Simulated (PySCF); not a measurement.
Deuteron quadrupole couplings in `CC[C@@H](C)[P@](=O)([O-])C1CC1`

Species: C7H14O2P (charge -1).
Geometry (GFN2-xTB, Å), atoms numbered from 1 in this order:
```
atom  x, y, z in Å
C1    -2.6329    1.2796   -0.0525
C2    -2.3266   -0.1587    0.3376
C3    -0.9418   -0.6083   -0.1091
C4    -0.7442   -0.5535   -1.6126
P5     0.3562    0.4359    0.7777
O6     0.0409    0.4769    2.2338
O7     0.6041    1.7163    0.0543
C8     1.8124   -0.6876    0.5090
C9     2.7241   -0.3885   -0.6342
C10    3.1286   -0.0243    0.7560
H11   -1.8127    1.9079    0.2820
H12   -3.5577    1.6184    0.4169
H13   -2.7376    1.3826   -1.1315
H14   -2.3510   -0.2327    1.4275
H15   -3.0955   -0.8330   -0.0699
H16   -0.8032   -1.6416    0.2376
H17    0.1717   -1.0742   -1.8873
H18   -0.6472    0.4829   -1.9261
H19   -1.5831   -1.0145   -2.1423
H20    1.7039   -1.7198    0.8249
H21    2.4290    0.4184   -1.2885
H22    3.2357   -1.2067   -1.1299
H23    3.9271   -0.5783    1.2358
H24    3.0881    1.0224    1.0241
```

Level: PBE0/pcSseg-1 (PySCF, non-relativistic); Q(2H) = 0.00286 b; rigid geometry, the same for H and D, with no vibrational averaging.

Task: Rank these positions by the coupling χzz of a deuteron there, largest first.
A. H15 (methylene hydrogen)
B. H13 (methyl hydrogen)
C. H19 (methyl hydrogen)
D. H21 (methylene hydrogen)

Result: D (220 kHz), B (214 kHz), C (209 kHz), A (200 kHz).

Task: Tabulate Vzz, the asymmetry η and χzz = 234.96 MHz × Q × Vzz for every hydrogen position.

Result: 
```csv
atom,bonded to,bond length (Å),Vzz (au),η,χzz (kHz)
H11,C1,1.086,0.3002,0.05,202
H12,C1,1.091,0.3172,0.02,213
H13,C1,1.089,0.3182,0.03,214
H14,C2,1.093,0.2992,0.03,201
H15,C2,1.101,0.2976,0.02,200
H16,C3,1.099,0.2999,0.03,202
H17,C4,1.089,0.3167,0.01,213
H18,C4,1.087,0.3127,0.02,210
H19,C4,1.094,0.3117,0.01,209
H20,C8,1.085,0.3303,0.05,222
H21,C9,1.080,0.3277,0.05,220
H22,C9,1.085,0.3304,0.07,222
H23,C10,1.084,0.3321,0.07,223
H24,C10,1.081,0.3255,0.07,219
```

Task: How does χzz go with the bond length over the 14 C–H bonds?

Result: A straight-line fit has a slope of -10.7 kHz for each 0.01 Å, with a correlation coefficient of -0.78, over lengths from 1.080 to 1.101 Å.

Task: A static deuteron (I = 1) shows a doublet split by (3/2)χ, (3/4)χ(1 + η) and (3/4)χ(1 − η) with the field along z, y and x of the gradient. What are these for H20?

Result: With |χ| = 222.0 kHz and η = 0.053: 333, 175 and 158 kHz, to first order and without motion.

Isolated species at its GFN2-xTB geometry (one conformer only). The pcSseg-1 basis has no diffuse functions, a weakness for an anion. GFN2-xTB bond lengths can be off by several hundredths of an ångström, more for odd bonds, and the gradients follow them. A larger basis could move these couplings by a tenth or more.
